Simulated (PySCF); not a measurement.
Ge(OMe)(SiH3) (CH₆GeOSi), SMILES C[O][Ge][SiH3] (connectivity only; charge and spin as stated), neutral, multiplicity 1. Heavy atoms are numbered as in [Ge:1]([O:2][CH3:3])[SiH3:7]. Hydrogens are named by the atom that carries them.

The structure is a stationary point at B3LYP-D3(BJ)/def2-SVP. The structure was generated by enumeration; whether it is a known compound was not checked. Other conformers were not sampled.

All values below come from PBE/pcSseg-1 (PySCF).

GIAO shieldings, no solvent; atoms alike by connectivity are averaged. δ = σ(ref) − σ: ⁷³Ge against GeH4 (σ = 1614.4 ppm); ¹⁷O against H2O (σ = 334.3 ppm); ¹³C against TMS (σ = 182.0 ppm); ¹H against TMS (σ = 31.49 ppm); ²⁹Si against TMS (σ = 335.4 ppm), references at their B3LYP-D3(BJ)/def2-TZVP geometries, non-relativistic.

Estimate the chemical shifts. (The exact figures need the calculation; the answer reports its results.)


```tsv
nucleus	atoms	count	δ (ppm)
⁷³Ge	Ge1	1	1596.5
¹⁷O	O2	1	403.0
¹³C	C3 (CH3)	1	77.9
¹H	H on C3	3	5.42
¹H	H on Si7	3	3.81
²⁹Si	Si7 (SiH3)	1	-117.8
```
